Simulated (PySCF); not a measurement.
Computed IR spectrum (relative IR intensity) of a molecule C3H7O, multiplicity 2. Geometry optimised at TPSSh-D3(BJ)/def2-SVP. Other conformers were not sampled. Method: TPSSh-D3(BJ)/def2-SVP (PySCF). Harmonic, unscaled wavenumbers; measured fundamentals usually lie a few per cent lower.

Lines under 2 % of the strongest are left out, and lines within 2 cm⁻¹ are merged.

| ν (cm⁻¹) | relative intensity |
|---|---|
| 445 | 12 |
| 882 | 48 |
| 907 | 6.4 |
| 988 | 8.8 |
| 1039 | 10 |
| 1148 | 49 |
| 1196 | 34 |
| 1246 | 27 |
| 1397 | 4.3 |
| 1470 | 3.0 |
| 1477 | 8.0 |
| 1485 | 21 |
| 1494 | 20 |
| 2842 | 59 |
| 3033 | 78 |
| 3039 | 36 |
| 3126 | 100 |
| 3141 | 89 |

**Question.** Identify the compound among the candidates.
A) [CH2]C(C)O
B) CC(C)[O]
C) C[C](C)O
D) [CH2]OCC

**Answer.** B, CC(C)[O]
